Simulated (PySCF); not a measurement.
**Selenium: a sound run and one with changed settings**

Sound run: Se⁺ [Ar] 3d10 4s2 4p3, Se²⁺ [Ar] 3d10 4s2 4p2. All numbers are calculated (PySCF 2.14, a scalar-relativistic core potential, in cc-pVTZ-PP with ECP10MDF). In the sound run the correlated levels freeze 3s2 3p6 3d10 outside the core potential. The sound run starts from symmetry-adapted Hartree-Fock orbitals and uses a fine grid where one is needed.

Changed run: all electrons correlated in a basis built for the valence shell.

```tsv
species	method	sound run (hartree)	changed run (hartree)	converged
Se⁺	MP2	-371.62358	-371.71937	yes
Se²⁺	MP2	-370.83917	-370.93182	yes
```

Ionisation energy of Se⁺:

| method | sound run (eV) | changed run (eV) |
| --- | --- | --- |
| UHF | 20.840 | 20.840 |
| MP2 | 21.345 | 21.430 |
| SCS-MP2 | 21.194 | 21.252 |

A valence basis has no tight correlating functions, so it recovers only part of the core correlation, and not evenly between atom and ion.

For comparison, NIST gives 21.196 ± 0.01 eV between the lowest levels.
